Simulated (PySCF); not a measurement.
cyanoethylene (C₃H₃N), singlet, geometry from GFN2-xTB; HF/6-31G** run with PySCF.

Input for PySCF:
```python
from pyscf import gto, scf

mol = gto.Mole()
mol.atom = '''
    C    -0.18079014   -1.61580414    0.00036893
    C     0.56661727   -0.51823197   -0.00249564
    C     0.00984574    0.77832356    0.00014554
    H    -1.25731398   -1.56538366    0.00488629
    H     0.26122400   -2.59764951   -0.00171648
    H     1.64864793   -0.55402136   -0.00703253
    N    -0.43237074    1.83590426    0.00224997
'''
mol.basis = '6-31g**'
mol.verbose = 4
mol.build()

mf = scf.RHF(mol)
mf.kernel()
```

What the program printed (banner, timings and long lists left out):

```
PySCF version 2.14.0

[INPUT] verbose = 4
[INPUT] num. atoms = 7
[INPUT] num. electrons = 28
[INPUT] charge = 0
[INPUT] spin (= nelec alpha-beta = 2S) = 0
[INPUT] symmetry False subgroup None
[INPUT] Mole.unit = angstrom
[INPUT] Symbol           X                Y                Z      unit          X                Y                Z       unit  Magmom
[INPUT]  1 C     -0.180790140000  -1.615804140000   0.000368930000 AA   -0.341643850622  -3.053427295538   0.000697176659 Bohr   0.0
[INPUT]  2 C      0.566617270000  -0.518231970000  -0.002495640000 AA    1.070751457749  -0.979316492294  -0.004716076106 Bohr   0.0
[INPUT]  3 C      0.009845740000   0.778323560000   0.000145540000 AA    0.018605752094   1.470818364696   0.000275030740 Bohr   0.0
[INPUT]  4 H     -1.257313980000  -1.565383660000   0.004886290000 AA   -2.375979074787  -2.958146397269   0.009233749865 Bohr   0.0
[INPUT]  5 H      0.261224000000  -2.597649510000  -0.001716480000 AA    0.493641817163  -4.908846141511  -0.003243677098 Bohr   0.0
[INPUT]  6 H      1.648647930000  -0.554021360000  -0.007032530000 AA    3.115493063531  -1.046948637559  -0.013289555663 Bohr   0.0
[INPUT]  7 N     -0.432370740000   1.835904260000   0.002249970000 AA   -0.817062282876   3.469356242322   0.004251827088 Bohr   0.0

nuclear repulsion = 90.989644860514
number of shells = 33
number of NR pGTOs = 129
number of NR cGTOs = 71
basis = 6-31g**
ecp = {}

******** <class 'pyscf.scf.hf.RHF'> ********
method = RHF
initial guess = minao
damping factor = 0
level_shift factor = 0
DIIS = <class 'pyscf.scf.diis.CDIIS'>
diis_start_cycle = 1
diis_space = 8
diis_damp = 0
SCF conv_tol = 1e-09
SCF conv_tol_grad = None
SCF max_cycles = 50
direct_scf = True
direct_scf_tol = 1e-13
Set gradient conv threshold to 3.16228e-05
Initial guess from minao.
init E= -170.465275850466
  HOMO = -0.280604117816566  LUMO = -0.000791547123309755  gap/eV = 7.61409
cycle= 1 E= -169.684915030918  delta_E= 0.78  |g|= 0.515  |ddm|= 2.69
  HOMO = -0.409251401982516  LUMO = 0.0447128794059362  gap/eV = 12.35300
cycle= 2 E= -169.730260860758  delta_E= -0.0453  |g|= 0.431  |ddm|= 0.831
  HOMO = -0.398017465725482  LUMO = 0.0859408443114944  gap/eV = 13.16918
cycle= 3 E= -169.769971319646  delta_E= -0.0397  |g|= 0.0614  |ddm|= 0.387
  HOMO = -0.389256499111851  LUMO = 0.100267870948694  gap/eV = 13.32064
cycle= 4 E= -169.771545910321  delta_E= -0.00157  |g|= 0.0149  |ddm|= 0.11
  HOMO = -0.393406059183936  LUMO = 0.0968293601472201  gap/eV = 13.33999
cycle= 5 E= -169.771623577806  delta_E= -7.77e-05  |g|= 0.00469  |ddm|= 0.0233
  HOMO = -0.393061395794224  LUMO = 0.0973173164639682  gap/eV = 13.34388
cycle= 6 E= -169.771631861464  delta_E= -8.28e-06  |g|= 0.00178  |ddm|= 0.00816
  HOMO = -0.392938623758589  LUMO = 0.097441085102937  gap/eV = 13.34391
cycle= 7 E= -169.771633000345  delta_E= -1.14e-06  |g|= 0.000527  |ddm|= 0.00275
  HOMO = -0.392997508962543  LUMO = 0.0974265192662491  gap/eV = 13.34512
cycle= 8 E= -169.771633131818  delta_E= -1.31e-07  |g|= 0.000171  |ddm|= 0.000807
  HOMO = -0.392992498058415  LUMO = 0.0974335017447929  gap/eV = 13.34517
cycle= 9 E= -169.771633164162  delta_E= -3.23e-08  |g|= 8.98e-05  |ddm|= 0.000347
  HOMO = -0.392998776823424  LUMO = 0.097427890478448  gap/eV = 13.34519
cycle= 10 E= -169.771633176873  delta_E= -1.27e-08  |g|= 4e-05  |ddm|= 0.000244
  HOMO = -0.393004422831273  LUMO = 0.0974241336912387  gap/eV = 13.34524
cycle= 11 E= -169.771633179364  delta_E= -2.49e-09  |g|= 7.98e-06  |ddm|= 0.000138
  HOMO = -0.393004520979224  LUMO = 0.097424507444611  gap/eV = 13.34525
cycle= 12 E= -169.771633179437  delta_E= -7.3e-11  |g|= 2.86e-06  |ddm|= 2.45e-05
  HOMO = -0.393004617555059  LUMO = 0.0974244195895801  gap/eV = 13.34525
Extra cycle  E= -169.771633179439  delta_E= -2.22e-12  |g|= 1.69e-06  |ddm|= 4.86e-06
converged SCF energy = -169.771633179439
```
